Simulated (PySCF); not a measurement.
Match each property card to its molecule.

Structures:
1. `CCC[C](C)C=O` [radical]
2. `C(/C(=C/C)C(F)=O)(C)C`
3. `C[SiH2]C(F)(F)F`

Card P (geometry PBE0-D3(BJ)/def2-SVP):
- Rotational constants A, B, C: 4.277, 1.968, 1.823 GHz
- Static isotropic polarisability (wB97X-D/def2-SVPD): 54.7 au
- HOMO energy (wB97X-D/def2-SVPD): -11.31 eV
- 13C chemical shifts (computed TMS as zero) by class (GIAO PBE/pcSseg-2): 145.0 (1 C), -10.8 (1 C) ppm
- Isotropic shieldings of nuclei other than C and H, by class (GIAO PBE/pcSseg-2): 227 (3 F), 370 (1 Si) ppm

Card Q (geometry PBE0-D3(BJ)/def2-SVP):
* Rotational constants A, B, C: 1.942, 1.401, 0.916 GHz
* Static isotropic polarisability (PBE0/def2-SVPD): 89.4 au
* Lowest singlet excitation (TDDFT PBE0/def2-SVPD): 5.05 eV (246 nm, f = 0.001)
* Lowest triplet excitation (Tamm–Dancoff) (TDA PBE0/def2-SVPD): 3.42 eV
* Isotropic shieldings of nuclei other than C and H, by class (GIAO PBE0/pcSseg-1): -113 (1 O), 145 (1 F) ppm
* Dipole moment (PBE0/def2-SVPD): 3.34 D

Card R (geometry GFN2-xTB):
- Rotational constants A, B, C: 3.892, 1.719, 1.424 GHz
- Isotropic g value (unrestricted B3LYP/pcH-1, mean-field spin–orbit): 2.00489
- Largest isotropic hyperfine couplings (means over sets of like nuclei) (unrestricted B3LYP/pcH-1): 13C +60.4, 1H +54.4 (×3), 13C +45.5, 13C -36.5, 1H +29.9 (×2) MHz
- Point group: C1

All species are isolated and taken at one optimised geometry, non-relativistic unless stated. Electronic properties by PySCF. Hyperfine couplings of like nuclei are means over topologically equivalent atoms, whose single values can differ widely in one geometry; on GFN2-xTB geometries they can lie far from the values at a DFT minimum. NMR classes are plain means over equivalent atoms (diastereotopic ones count apart unless rotation or inversion swaps them), as if these changed places fast.

Task: Which card belongs to which structure?

Result: P = 3, Q = 2, R = 1. What ties each card to its structure:
- 1 (card R), C6H11O, monoisotopic mass 99.1 u, 7 heavy atoms: an asymmetric top with C = 1.424 GHz; an open shell with its largest isotropic coupling to 13C.
- 2 (card Q), C7H11FO, monoisotopic mass 130.1 u, 9 heavy atoms: an asymmetric top with C = 0.916 GHz, the lowest such constant on the cards; polarisability 89.4 au for 70 electrons; dipole 3.34 D.
- 3 (card P), C2H5F3Si, monoisotopic mass 114.0 u, 6 heavy atoms: 2 C in 2 classes; the least shielded carbon (145.0 ppm) is a CF3 carbon; an asymmetric top with C = 1.823 GHz, the highest such constant on the cards; polarisability 54.7 au for 58 electrons.
